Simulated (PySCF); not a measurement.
## Telling isomers of C$_{5}$H$_{4}$N$_{2}$ apart by NMR

Theory: geometry: GFN2-xTB, spin–spin couplings from B3LYP/pcJ-1 (spin–dipole term left out of most H,H and C,H couplings), GIAO PBE0/pcSseg-1 shieldings, in PySCF (relativity neglected, a single conformation, no solvent, rapidly exchanging positions averaged).

Chemical shifts δ = σref − σ; $^{1}$H, $^{13}$C vs TMS, all at this level. Multiplet labels drop J under 1 Hz and among equivalent protons, and merge close values. Unscaled 3J(H,H) run several per cent high. Where no couplings were computed, multiplicities follow the n + 1 count of equivalent neighbours, and m marks all less simple cases (inequivalent or close neighbours, rings, F or P nearby). Shifts are as computed. Against solution values, carbons near 30 ppm lie about +3 ppm off and those near 130 ppm about +5 ppm. Of 1211 compounds with measured shifts, 218 miss one by over three times the rms of a fit or turn the order of signals round; such compounds aren't used in these exercises. OH and NH positions are gas-phase values without hydrogen bonding to other molecules.

(1) Tabulate the signals of `C/C(C#N)=C/C#N`, `C#Cc1cnc[nH]1`, `CC=C(C#N)C#N` and their relative energies.

(2) What is the quickest way to tell C#Cc1cnc[nH]1 from CC=C(C#N)C#N?

(3) What is the quickest way to tell C/C(C#N)=C/C#N from CC=C(C#N)C#N?

(4) What is the quickest way to tell C/C(C#N)=C/C#N from C#Cc1cnc[nH]1?

Results:

(1) 
```tsv
SMILES	carbon types	δC	δH	E rel. (kcal/mol)
C/C(C#N)=C/C#N	3×C 1×CH 1×CH3	139.9, 120.9, 119.6, 119.5, 25.3	5.85 (q, 1H), 2.22 (d, 3H)	0.0
C#Cc1cnc[nH]1	2×C 3×CH	143.7, 136.7, 115.5, 93.1, 77.9	8.39 (br s, 1H), 7.66 (m, 1H), 7.33 (m, 1H), 3.16 (s, 1H)	7.0
CC=C(C#N)C#N	3×C 1×CH 1×CH3	175.4, 118.4, 116.6, 94.9, 22.8	7.52 (q, 1H), 2.44 (d, 3H)	1.4
```

Energies are electronic energies at PBE0/pcSseg-1 on these geometries, without zero-point or thermal terms, each for the one conformer computed, which needn't be the lowest.

(2) Both give the same number of carbon signals, but DEPT or the intensities differ. The first has a terminal alkyne carbon (CH) at 93.1 ppm, the second an allylic methyl carbon (CH3) at 22.8 ppm. Their most deshielded carbons lie at 143.7 and 175.4 ppm.

(3) Both give the same number of carbon signals, with the same numbers of each carbon type, so the positions decide. The first has an alkene CH at 119.5 ppm, the second an alkene CH at 175.4 ppm. Their most deshielded carbons lie at 139.9 and 175.4 ppm. In the proton spectra the most deshielded non-exchanging signals are 5.85 (q, J = 2.4 Hz, 1H) and 7.52 (q, 1H).

(4) Both give the same number of carbon signals, but DEPT or the intensities differ. The first has an allylic methyl carbon (CH3) at 25.3 ppm, the second an alkyne carbon (C) at 77.9 ppm. Their most deshielded carbons lie at 139.9 and 143.7 ppm. In the proton spectra the most deshielded non-exchanging signals are 5.85 (q, J = 2.4 Hz, 1H) and 7.66 (m, 1H).
